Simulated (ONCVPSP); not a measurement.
u(r) = r·R(r): atom against pseudo-atom (nickel)

Columns: radius, all-electron u(r) and pseudo u(r) of the 3d shell (level -13.20 eV) of nickel in the configuration [Ne] 3s2 3p6 3d8 4s1.5; PBE, scalar-relativistic, ONCV scheme, ONCVPSP 4.0.1.

| r (bohr) | all-electron | pseudo |
| --- | --- | --- |
| 0.123 | 0.1468 | 0.0477 |
| 0.245 | 0.4905 | 0.2975 |
| 0.368 | 0.7767 | 0.6838 |
| 0.490 | 0.9334 | 0.9712 |
| 0.613 | 0.9836 | 1.0545 |
| 0.735 | 0.9651 | 1.0030 |
| 0.858 | 0.9099 | 0.9187 |
| 0.980 | 0.8392 | 0.8398 |
| 1.103 | 0.7635 | 0.7634 |
| 1.225 | 0.6898 | 0.6897 |
| 1.348 | 0.6199 | 0.6198 |
| 1.470 | 0.5562 | 0.5561 |
| 1.593 | 0.4978 | 0.4978 |
| 1.715 | 0.4457 | 0.4456 |
| 1.838 | 0.3986 | 0.3985 |
| 1.960 | 0.3567 | 0.3567 |
| 2.083 | 0.3190 | 0.3190 |
| 2.205 | 0.2856 | 0.2855 |
| 2.328 | 0.2554 | 0.2554 |
| 2.450 | 0.2286 | 0.2286 |
| 2.573 | 0.2045 | 0.2045 |
| 2.695 | 0.1830 | 0.1830 |
| 2.818 | 0.1636 | 0.1636 |
| 2.940 | 0.1464 | 0.1464 |
| 3.063 | 0.1309 | 0.1309 |
| 3.185 | 0.1171 | 0.1171 |

Task: How many radial nodes do the two functions have?

Result: The all-electron 3d function has n − l − 1 = 0; the pseudo-wave has 0.

Task: At about which radius was the pseudo-wave matched?

Result: 1.15 bohr, where the columns begin to agree (steps of 0.12 bohr).

Task: Is the pseudo-wave norm-conserving?

Result: Yes: the ONCV scheme keeps the norm inside the radius equal to the all-electron one, which fixes the energy derivative of the logarithmic derivative at the level.
